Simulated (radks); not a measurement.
Isoelectronic series with 57 electrons, each ion in its NIST ground configuration. All-electron calculation, scalar-relativistic Kohn-Sham, PBEsol, spin-polarised, spherical densities, finite nucleus; open shells are filled with parallel spins first (spin-orbit coupling, left out, can overturn this in heavy ions); Fermi nuclear charge, rms radius of each element as measured or else 0.836 A^(1/3) + 0.57 fm. Program: a radial shooting solver on a logarithmic mesh with Libxc functionals. Total energies (hartree) and orbital eigenvalues (hartree) (* marks an orbital that is empty in some or all of the ions):

ion            configuration  E (hartree)     5d up*   5p down*
La              [Xe] 5d1 6s2   -8489.6359   -0.12216   -0.81475
Ce+             [Xe] 4f1 5d2   -8856.4832   -0.28297   -0.97237
Pr2+                [Xe] 4f3   -9232.8801   -0.50246   -1.23057
Nd3+                [Xe] 4f3   -9618.5727   -0.89353   -1.74462
Pm4+                [Xe] 4f3  -10013.4650   -1.35008   -2.32319
Sm5+                [Xe] 4f3  -10417.5780   -1.86367   -2.95742
Eu6+   [Kr] 4d10 4f5 5s2 5p4  -10830.8273   -2.36600   -3.41276
Gd7+   [Kr] 4d10 4f6 5s2 5p3  -11254.0747   -2.92683   -3.98297
Tb8+   [Kr] 4d10 4f7 5s2 5p2  -11686.9527   -3.49396   -4.65593
Dy9+   [Kr] 4d10 4f8 5s2 5p1  -12129.3790   -4.07970   -5.39014
Ho10+      [Kr] 4d10 4f9 5s2  -12581.8951   -4.68320   -6.15659
Er11+      [Kr] 4d10 4f9 5s2  -13044.5122   -5.43272   -7.02737
Tm12+      [Kr] 4d10 4f9 5s2  -13516.9874   -6.22913   -7.94639
Yb13+     [Kr] 4d10 4f10 5s1  -13998.5835   -7.00989   -8.76329
Lu14+     [Kr] 4d10 4f10 5s1  -14491.1098   -7.89031   -9.76565
Hf15+         [Kr] 4d10 4f11  -14993.2142   -8.67159  -10.74572
Ta16+         [Kr] 4d10 4f11  -15506.2593   -9.63107  -11.83410
W17+          [Kr] 4d10 4f11  -16029.5600  -10.63509  -12.96888
Re18+         [Kr] 4d10 4f11  -16563.2236  -11.68331  -14.14976
Os19+         [Kr] 4d10 4f11  -17107.3000  -12.77543  -15.37653
Ir20+         [Kr] 4d10 4f11  -17661.9718  -13.91120  -16.64905
Pt21+         [Kr] 4d10 4f11  -18227.2593  -15.09041  -17.96719
